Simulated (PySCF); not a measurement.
**Copper: a sound run and one with changed settings**

Sound run: Cu⁺ [Ar] 3d10, Cu²⁺ [Ar] 3d9. All numbers are calculated (PySCF 2.14, a scalar-relativistic core potential, in cc-pVDZ-PP with ECP10MDF (4s4p3d1f, 38 functions)). The sound run starts from symmetry-adapted Hartree-Fock orbitals and uses a fine grid where one is needed.

Changed run: radial step 0.3 in ln r (0.13 in the sound run). This setting is unsound on purpose.

| species | method | sound run (hartree) | changed run (hartree) | converged |
| --- | --- | --- | --- | --- |
| Cu⁺ | UHF | -195.92191 | -195.92191 | yes |
| Cu⁺ | LDA | -196.61657 | -196.61650 | yes |
| Cu⁺ | B3LYP | -197.00526 | -197.00528 | yes |
| Cu²⁺ | UHF | -195.29094 | -195.29094 | yes |
| Cu²⁺ | LDA | -195.82957 | -195.82951 | yes |
| Cu²⁺ | B3LYP | -196.25738 | -196.25730 | yes |

Ionisation energy of Cu⁺:

```json
{"method": "UHF", "sound run (eV)": "17.169", "changed run (eV)": "17.169"}
{"method": "LDA", "sound run (eV)": "21.415", "changed run (eV)": "21.415"}
{"method": "B3LYP", "sound run (eV)": "20.351", "changed run (eV)": "20.354"}
```

A coarse radial grid mis-integrates the density and the exchange-correlation energy, with errors of either sign; Hartree-Fock needs no grid.

For comparison, NIST gives 20.292 eV between the lowest levels.
